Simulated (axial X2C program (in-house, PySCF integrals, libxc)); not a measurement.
## HfCl⁻: bond constants with and without spin–orbit coupling

All values were computed with an in-house relativistic program for diatomic molecules. Spin-free means the one-electron spin-free X2C Hamiltonian; two-component (2c) means X2C with spin–orbit coupling and atomic mean-field two-electron Coulomb and Gaunt terms, so the difference of the two also holds small scalar two-electron terms. Basis: Hf dyall-acv3z [14s15p10d7f4g], Cl dyall-av3z [9s8p3d2f] (cores contracted in-house); Gaussian nuclei, density fitting, unrestricted open shells. Masses: Hf 179.947 u, Cl 34.969 u.

State, spin-free: M_S = 1, Λ = 0 (beyond evenly filled blocks: δ+α, δ-α); electrons by block: σα: 18, σβ: 18, π+α: 9, π+β: 9, π-α: 9, π-β: 9, δ+α: 4, δ+β: 3, δ-α: 4, δ-β: 3, φ+α: 1, φ+β: 1, φ-α: 1, φ-β: 1. Fragments: Hf + Cl-.

State, 2c: Ω = 2 (⟨Sz⟩ = -0.95, ⟨Lz⟩ = 2.95 at TPSSh); electrons by block: 1/2: 28, -1/2: 27, 3/2: 13, -3/2: 12, 5/2: 4, -5/2: 4, 7/2: 1, -7/2: 1. Fragments: Hf + Cl-.

```
Hamiltonian    level  Re (Å)  ωe (cm⁻¹)  ωexe (cm⁻¹)  Be (cm⁻¹)  αe (cm⁻¹)  De (eV)  D0 (eV)  μ (D)
  spin-free     PBE0   2.408      289.4         1.38    0.09926   0.000568     2.10     2.08   0.66
  spin-free       HF   2.497      267.0         1.24    0.09238   0.000525     1.66     1.64   1.77
  spin-free     CCSD   2.456      285.3         1.37    0.09547   0.000537     1.89     1.87    n/a
  spin-free  CCSD(T)   2.448      288.4         1.42    0.09606   0.000547     1.90     1.89    n/a
  spin-free    TPSSh   2.407      290.8         1.37    0.09936   0.000561     2.14     2.13   0.89
         2c    TPSSh   2.396      286.9         1.44     0.1003   0.000597      n/a      n/a   1.24
```

Correlated methods: 12 electrons correlated (number of frozen shells: Hf 5 s, 4 p, 2 d, 1 f; Cl 2 s, 1 p), 332 virtual spin orbitals or spinors in MP2, 90 natural virtuals in coupled cluster.

Dipoles are positive if Cl is the positive end and refer to the centre of mass.

Occupations by symmetry block were frozen at the best pattern of an incomplete PBE0 search. Dissociation energies refer to the lowest single-determinant-based atoms at the same level and basis. De is not given where an atomic determinant may have missed its ground term or J level, or where the truncated virtual space spoils (T). Density functionals use the spin component along the axis (collinear). Coupled cluster ran in a truncated set of natural virtual spinors; the MP2 energy of the rest was added. (T) has no such correction and the atoms are truncated less, which lowers De at CCSD(T) by a hundredth of an eV or more. Other states lie close and PBE0, whose exact exchange favours high spin, may order them wrongly; the determinant shown need not be the ground state. The nearest other spin-free determinant of the search, M_S = 1, Λ = 3, lies 0.06 eV up at the distance of the search. Without a current term, density functionals place determinants with orbital angular momentum somewhat too high. With several unpaired electrons one determinant need not be a pure state. A state of lower Ω lies just above, and one determinant can place such states too high, so the state shown need not be the lowest. The search has Ω = 1 only 0.09 eV up. The outer-core s and p shells of the metal are frozen in the correlated rows, which leaves out core–valence correlation; for alkali and alkaline-earth bonds that tends to lengthen them. The highest occupied level of some functionals is positive through self-interaction error; at Hartree–Fock it is bound. The determinant is spin-polarised beyond a pure state at some levels (its spin-free form has ⟨S²⟩ too high), which makes Re and μ there less reliable. The T1 diagnostic is large, a sign of multireference character. With the outer-core shells frozen, correlated bond lengths of heavy atoms tend to come out a few hundredths of an ångström too long. Hartree–Fock gets electron affinities wrong, so its lowest charge split need not be the true one.

The spin-free and the 2c determinant differ in configuration, so the two halves of the table describe two states.

No reliable constants came from HF (2c), MP2 (2c), MP2 (spin-free), PBE0 (2c): no minimum in range, unconverged points, a curve that is not smooth, a change of character along it, or the two Hamiltonians disagreeing along it.

Rough cost a point (2c) on 1 thread(s) of a shared host, integrals apart: TPSSh 3 s.

The whole task took 8.8 min on 1 thread of Arm Neoverse V1, on a shared host.
